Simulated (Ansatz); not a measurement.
A search over several starts for the lowest SCF solution of the cluster PdAu₃ at the given spin, in a small basis.

```yaml
crystal:
  periodic: [false, false, false]
  atoms:
    - {symbol: Pd, position_ang: [-0.023060, 1.092191, -0.717984]}
    - {symbol: Au, position_ang: [-1.250175, -0.973224, -1.579879]}
    - {symbol: Au, position_ang: [0.201875, -1.276537, 0.710950]}
    - {symbol: Au, position_ang: [1.071361, 1.157570, 1.586914]}
basis:
  gaussian: {orbitals: def2-SVP, initial_orbitals: start.molden}
magnetization: {spin_polarized: true, initial_magnetization: 3}
hamiltonian: {xc: pbe0, dispersion: d4}
output: {orbitals: {seedname: orbitals}}
```

The file start.molden holds the orbitals of an earlier run on this structure, at another level or in another basis.

```sh
$ ansatz run in.yaml --threads 4 --pin off --events-out ev --progress --plain --max-ram 3916MiB
```

Output, abridged:

```
Functional definition: PBE0
1310 factors; integrals over basis functions are off by at most 1.8e-4 eV
mean field evaluation 1: about -14558.9749 eV, gradient 3.9e0 eV
mean field evaluation 2: about -14559.1397 eV, gradient 4.3e-1 eV
mean field evaluation 4: about -14559.3990 eV, gradient 6.7e-2 eV
mean field evaluation 8: about -14559.3992 eV, gradient 3.9e-5 eV
mean field evaluation 16: about -14559.3992 eV, gradient 1.2e-5 eV
mean field evaluation 32: about -14559.3823 eV, gradient 2.7e-1 eV
mean field evaluation 64: about -14559.3786 eV, gradient 1.8e0 eV
mean field -14559.39924459 eV, -535.0480535232 hartree, gradient 9.2e-6 eV, S^2 3.760625; 7 other end points of the search recorded, 0 dependent functions left out
reference -14559.39927899 eV, -535.0480547876 hartree; 39, 36 occupied and 88, 91 virtual orbitals, 1310 factors
Total energy: -14559.61249316 eV, -535.0558902639 hartree
```

It took 22 s on 4 threads of Arm Neoverse V2 on a shared host, peak host memory 0.6 GiB.

In the def2 sets Au, Pd take a core potential; there is no spin–orbit coupling. At PBE0-D4/def2-TZVP a doublet of charge 0 lies 1.55 eV below the quartet, each at its own geometry. The structure comes from a short search, and lower isomers may exist.
